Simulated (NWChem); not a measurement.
System: AlHOCl$_{2}$; SMILES [Cl][Al]([Cl])[OH]

Input file for NWChem:

```
start job
memory heap 200 mb stack 900 mb global 1100 mb
geometry units angstroms noautoz
  Al     0.057120    -0.000001     0.412441
  Cl    -1.821731     0.000000    -0.529649
  Cl     1.808807     0.000000    -0.732053
  O      0.228629     0.000000     2.107485
  H     -0.532713     0.000000     2.709123
end
basis spherical
  * library 6-31+g*
end
dft
  xc hfexch
  iterations 150
end
tddft
  cis
  nroots 8
  notriplet
end
task tddft energy
```

The geometry was optimised at PBE-D3(BJ)/def2-SVP.

Vertical excitations in the gas phase.

What results follow from this input? (Hartree-Fock/6-31+G* (spherical d), CIS.) Quantities: lowest excitation, singlet (eV); oscillator strength of that lowest state; lowest state with f > 0.02, singlet (eV); oscillator strength of that bright state; orbital gap (eV).


```
Quantity                                  Value
----------------------------------------  -----
lowest excitation, singlet (eV)            8.28
oscillator strength of that lowest state  0.038
lowest state with f > 0.02, singlet (eV)   8.28
oscillator strength of that bright state  0.038
orbital gap (eV)                          13.48
```
